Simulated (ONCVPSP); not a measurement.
Before and after: ONCV potential for Be (Z = 4)

```
Element                 : beryllium
Generator               : ONCVPSP 4.0.1
Type                    : optimised norm-conserving Vanderbilt (ONCV)
Functional              : PBE
Relativity              : scalar-relativistic
Frozen core             : none
Valence charge          : 4
Reference configuration : 1s2 2s2
Partial waves           : 1s+2s: rc 0.75 bohr, ncon 4, nbas 8, qcut 17 1/bohr, 2 projectors; p scattering state at 0.22 Ha: rc 0.70 bohr, ncon 4, nbas 9, qcut 14.1 1/bohr, local; d scattering state at 0.39 Ha: rc 0.80 bohr, ncon 5, nbas 9, qcut 12.2 1/bohr, 3 projectors, debl 2.3 Ha
Local potential         : the p channel
Core correction         : none
```

Change: s: qcut 19.9; p: qcut 16.5; d: qcut 14.3.

Cutoffs: the cutoffs (Ha) at which the residual kinetic energy of the hardest occupied pseudo-wave falls to 1 and 0.1 mHa per electron; they do not see the model core or the augmentation charge, which bear on the density cutoff. Errors are all-electron minus pseudo energies relative to the spin-unpolarised reference configuration.

Q: What does the change do?

A: The potential gets harder (100 Ha and 119 Ha → 119 Ha and 142 Ha); of the 4 tests that both files solve, the error grows in 0 and shrinks in 2 by more than 15 % and 0.3 meV (median size 1.8 → 1.5 meV); neither file shows a bound ghost.

| quantity | base | changed |
| --- | --- | --- |
| cutoff, loose | 100 Ha | 119 Ha |
| cutoff, tight | 119 Ha | 142 Ha |
| bound ghosts | none | none |
| GHOST(+) flags under 300 eV | none | none |
| error for 1s2 2s1, meV [ΔE 9.55 eV] | +0.4 | +0.4 |
| error for 1s2 2s0, meV [ΔE 27.50 eV] | +3.2 | +2.6 |
| error for 1s2 2s1.5, meV [ΔE 3.76 eV] | +0.1 | +0.1 |
| error for 1s1 2s2, meV [ΔE 128.28 eV] | +778 | +593 |
| s: phases at 0.76 bohr within 0.05 rad from the reference energy up to (Ha; the scan ends near 5) | to the end of the scan | to the end of the scan |
| p: phases at 0.71 bohr within 0.05 rad from the reference energy up to (Ha; the scan ends near 5) | to the end of the scan | to the end of the scan |
| d: phases at 0.81 bohr within 0.05 rad from the reference energy up to (Ha; the scan ends near 5) | to the end of the scan | to the end of the scan |
